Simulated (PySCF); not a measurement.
Computed shifts of a molecule CH6O3Si2, PBE0/pcSseg-1 (PySCF), GIAO, gas phase, equivalent atoms averaged, in ppm (number of nuclei): ¹³C: 171.5 (1). ²⁹Si: -7.1 (1), -31.3 (1). ¹H: 8.27 (1), 5.55 (1), 5.48 (1), 5.31 (1), 5.24 (1), 3.34 (1). References: ¹⁷O against H2O (σ = 334.2 ppm); ¹³C against TMS (σ = 186.3 ppm); ²⁹Si against TMS (σ = 352.7 ppm); ¹H against TMS (σ = 31.56 ppm), references at their B3LYP-D3(BJ)/def2-TZVP geometries, non-relativistic. Coordinates come from a PBE0-D3(BJ)/def2-SVP optimisation. The values are those of a single conformer.

Task: Which structure fits?
(A) O=C[Si@H](O)[SiH2]O
(B) O[Si]1([SiH3])OCO1
(C) O=CO[SiH2][SiH2]O
(D) CO[SiH]1O[SiH2]O1

Result: C, O=CO[SiH2][SiH2]O
